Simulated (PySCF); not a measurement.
C7H8ClF.
Z-matrix (Å and degrees, PBE0-D3(BJ)/def2-SVP geometry), rows numbered from 1:
```
F 
C   1  1.3618
C   2  1.5131  1  115.20
C   3  1.3386  2  106.50  1   161.86
C   4  1.5168  3  107.23  2    -0.47
C   2  1.5303  1  117.10  3   118.90
C   5  1.5558  4  105.23  3    70.82
Cl  7  1.7995  5  110.67  4   171.38
C   7  1.5418  5  103.29  4   -68.57
H   3  1.0912  2  124.13  1   -24.44
H   4  1.0912  3  127.53  2   173.29
H   5  1.0964  4  116.80  3  -162.81
H   6  1.0999  2  113.41  1    65.75
H   6  1.0982  2  112.38  1   -60.90
H   7  1.0965  5  112.15  4    54.13
H   9  1.0984  2  109.86  1   -46.62
H   9  1.0982  2  112.37  1    74.29
```

Computed with PySCF, TDDFT wB97X-D/def2-SVPD, vertical, gas phase, core orbitals frozen in the response.

Computed states:

```
state  E (eV)       f
   S1    6.52   0.110
   S2    7.16  0.0035
   S3    7.21   0.034
   S4    7.43  0.0046
   S5    7.53   0.033
   S6    7.96   0.015
```

Each state is given a Gaussian of 0.5 eV full width at half maximum, with ε(max) = 2.175×10⁸ f / Δν̃ (Δν̃ the width in cm⁻¹). The cross-section is σ = 3.8235×10⁻²¹ ε cm², given in Mb (10⁻¹⁸ cm²). The width is an assumption, not a result. The curve ends short of the highest state used, and states not computed would add to its high-energy end.

Q: Give the broadened spectrum and its maxima.

A: 
E (eV), σ (Mb) and a bar:
```
     5.77       0.04 
     5.82       0.10 
     5.86       0.18 
     5.91       0.37 
     5.95       0.62 #
     6.00       1.14 #
     6.04       1.77 ##
     6.09       2.94 ####
     6.13       4.22 ######
     6.18       6.33 ########
     6.22       8.40 ###########
     6.27      11.39 ###############
     6.31      13.97 ##################
     6.36      17.15 #######################
     6.40      19.41 ##########################
     6.45      21.57 #############################
     6.49      22.55 ##############################
     6.54      22.70 ##############################
     6.59      21.65 #############################
     6.63      20.08 ###########################
     6.68      17.47 #######################
     6.72      15.15 ####################
     6.77      12.31 ################
     6.81      10.32 ##############
     6.86       8.40 ###########
     6.90       7.41 ##########
     6.95       6.86 #########
     6.99       6.90 #########
     7.04       7.42 ##########
     7.08       8.09 ###########
     7.13       9.06 ############
     7.17       9.84 #############
     7.22      10.69 ##############
     7.26      11.22 ###############
     7.31      11.66 ###############
     7.36      11.81 ################
```

Maxima: 190 nm (6.52 eV), ε about 6000, made up of S1 (100%) (ε in L mol⁻¹ cm⁻¹; maxima over ε = 5, shares over 10%). At its high-energy end, 7.36 eV, the curve is still rising (ε about 3100, from S3 and S5).

Q: Coming from long wavelengths, where does ε first pass 100 L mol⁻¹ cm⁻¹?

A: At about 210 nm (5.91 eV), 0.61 eV below S1.

Q: On this curve, what absorbance would a 10⁻³ mol/L sample give at 193 nm over a 1 cm path?

A: 193 nm is 6.424 eV, where ε is about 5400 L mol⁻¹ cm⁻¹, so A = ε c l ≈ 5.4 (Beer–Lambert, with the gas-phase spectrum and the assumed width).

Q: What would ε be at 6.52 eV, the highest of these maxima, with half the width (0.25 eV)?

A: About 11900 L mol⁻¹ cm⁻¹ against 5960, a factor of about 2.00; a lone state at its own centre would give exactly 2.

On one thread of an x86-64 server, no GPU (shared host), this took 84 s.
